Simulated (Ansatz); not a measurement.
Geometry optimisation, RKS PBE0-D4/def2-SVP (Ansatz).

input.yaml

```yaml
crystal:
  periodic: [false, false, false]
  atoms:
    - { symbol: W, position_ang: [-0.175539, 0.15445, 0.484829] }
    - { symbol: F, position_ang: [0.699069, -0.078612, 2.109873] }
    - { symbol: H, position_ang: [1.456838, -0.140878, 0.11497] }
    - { symbol: H, position_ang: [0.346568, 1.540772, -0.32093] }
    - { symbol: F, position_ang: [-1.925757, -0.205118, -0.086082] }
    - { symbol: H, position_ang: [0.2256, -1.271266, -0.232644] }
    - { symbol: H, position_ang: [0.182821, 0.000653, -1.130515] }
basis:
  gaussian: { orbitals: def2-SVP }
hamiltonian:
  xc: pbe0
  dispersion: d4
relax:
  f_tol: 0.03
  max_steps: 50
```

Launched with:

```bash
$ ansatz run input.yaml --threads 1 --pin off --max-ram 2048MiB --backend cpu --events-out ev --progress --plain --runs-dir out
```

**Question.** Where does it end, and by what steps?

**Answer.** It converged. After 3 steps the energy has fallen by 0.046 eV; H3 moved furthest, 0.09 Å.

```csv
step,energy less start (eV),largest force component (eV/Å),accepted
0,0.0000,0.789,yes
1,0.0080,0.530,no
2,-0.0453,0.132,yes
3,-0.0458,0.023,yes
```

```xyz
7
Properties=species:S:1:pos:R:3
W -0.156 0.149 0.488
F 0.658 -0.076 2.170
H 1.433 -0.112 0.038
H 0.371 1.530 -0.312
F -1.910 -0.204 -0.078
H 0.233 -1.285 -0.230
H 0.179 -0.002 -1.137
```

Whether the end is a true minimum wasn't checked by a vibrational analysis.

The run took 17 s on 1 thread of Arm Neoverse V2, on a shared host, peak memory 0.15 GiB.
